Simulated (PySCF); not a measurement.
**Unknown compound**

Molecular formula: C₅H₁₄N₂Si₂. Simulated spectra:

¹H NMR (400 MHz, computed): δ 6.79 (m, 1H), 5.70 (m, 1H), 5.30 (m, 1H), 5.00 (m, 1H), 4.75 (m, 1H), 2.82 (m, 1H), 2.79 (m, 1H), 2.59 (m, 1H), 2.41 (m, 1H), 1.95 (d, 3H), -0.25 (br s, 1H), -0.54 (br s, 1H).

¹³C{¹H} NMR (computed): δ 154.9 (CH), 132.5 (CH), 40.2 (CH2), 37.8 (CH2), 24.2 (CH3).

- GFN2-xTB structure
- shielding tensors at PBE0/pcSseg-1 (GIAO)
- program: PySCF
- equivalent nuclei averaged, no solvent model, one computed conformer, relativity neglected

Shifts are taken against calculated references (same method and geometry level): ¹H (σ = 31.72 ppm) and ¹³C (σ = 186.93 ppm) vs TMS.

What is the structure?

Results:


- The formula gives 2 degrees of unsaturation (1 ring in the answer).
- 5 carbon signals for 5 carbons: no two carbons are equivalent.
- Carbon types of the structure: 2 × CH, 2 × CH2, 1 × CH3, leaving 5 H on heteroatoms.
- δC 154.9, 132.5: alkene CH; an sp2 carbon of a C=C bond.
- δC 40.2, 37.8: sp3 CH2 bonded to N and Si; the inductive effect lowers its shielding.
- δC 24.2: allylic methyl carbon; saturated and bonded to C and H only.
- δH 6.79, 5.70: hydrogen on an alkene CH; olefinic region.
- δH 2.82, 2.79, 2.59, 2.41: hydrogen on an sp3 CH2 bonded to N and Si; its carbon carries N, an electronegative neighbour.
- δH 1.95: hydrogen on an allylic methyl carbon; allylic position.
- δH -0.25: hydrogen on an amine nitrogen; exchangeable, gas-phase position.

These data were computed for `C/C=C\[Si@@H]1CNC[SiH2]N1`.

The data come from this structure; uniqueness wasn't tested.

The OH or NH signal is concentration- and solvent-dependent in practice; the value given is the gas-phase one. Shifts are as computed. Against solution values, carbons near 30 ppm lie about +3 ppm off and those near 130 ppm about +5 ppm. Of 1211 compounds with measured shifts, 218 miss one by over three times the rms of a fit or turn the order of signals round; such compounds aren't used in these exercises. No couplings were computed; multiplicities are counted from neighbouring protons, with m where these are inequivalent, close in shift, in a saturated or five-membered ring or joined by F or P, and br s for small geminal =CH2 splittings.
